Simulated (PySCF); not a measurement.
# One molecule, several mistakes: BClH3Si cation

These are calculations, not measurements. They come from PySCF 2.14.0, an open-source quantum chemistry program, on an isolated molecule that a program drew, which may never have been made. The molecule is BClH3Si cation (charge +1, singlet), drawn as the SMILES string `[SiH2+]BCl`.

Each row is a Hartree-Fock (HF) and frozen-core CCSD(T) single point in the cc-pV(D+d)Z basis, meant for a local HF minimum. Run 1 is clean. Each other run has one planted mistake out of seven kinds, and not every kind appears here: one electron removed, one electron added, multiplicity raised by two, geometry at a saddle point, minimal basis STO-3G, one bond length entered in bohr, all coordinates scaled. The reference is restricted for singlets and unrestricted otherwise, and also for a bond in bohr. Adding or removing an electron swaps singlet and doublet. Electrons count all cores. HOMO and LUMO are orbital energies over both spins, the gradient is its largest component, and the lowest frequency (negative if imaginary) is given only where the gradient is small. Bond lengths are over the 5 bonds as drawn. T1 is the CCSD diagnostic: over 0.02 (restricted) or 0.045 (unrestricted) a single reference is doubtful.

Geometry of the clean run:
```xyz
6
BClH3Si cation, angstrom
Si    0.9489   -1.0419    1.9970
B    -0.0690   -1.3343    0.2397
Cl    0.9609   -1.5081   -1.1273
H     1.3398    0.2916    2.4668
H     1.4110   -2.1551    2.8329
H    -1.2519   -1.3767    0.1883
```

```
run  electrons  basis functions  <S^2>  HOMO (eV)  LUMO (eV)  gradient (hartree/bohr)  lowest frequency (cm^-1)  mean bond (Å)  longest bond (Å)      T1  HF (hartree)  CCSD(T) (hartree)                     mistake
  1         38               75  0.000     -16.67      -6.04                  2.4e-05                       124         1.5781             2.052  0.0171    -774.58623         -774.93461                    no fault
  2         38               75  2.027     -13.77      -8.87                  7.0e-02                         -         1.5781             2.052  0.0235    -774.47032         -774.82479  multiplicity raised by two
  3         38               26  0.000     -15.65      -3.26                  2.5e-02                         -         1.5781             2.052  0.0169    -766.08785         -766.19856        minimal basis STO-3G
  4         39               75  0.769      -7.57       1.24                  2.9e-02                         -         1.5781             2.052  0.0151    -774.83558         -775.19812                           ?
  5         38               75  0.000     -16.53      -6.13                  4.8e-02                         -         1.6996             2.210  0.0189    -774.56091         -774.91339                           ?
```

**Which mistake was planted in run 4, and what did it cost?**

It counts 39 electrons, one more than the clean run, at the same geometry and basis. So the mistake is: one electron added. Subtracting run 1 and multiplying by 627.51 kcal/mol a hartree, the energy moved by -156.5 kcal/mol in HF and -165.4 kcal/mol in CCSD(T).

**Which mistake was planted in run 5, and what did it cost?**

The mean and the longest bond both change by the same factor, 1.077, and the gradient is no longer small. So the mistake is: all coordinates scaled. Subtracting run 1 and multiplying by 627.51 kcal/mol a hartree, the energy moved by 15.9 kcal/mol in HF and 13.3 kcal/mol in CCSD(T).

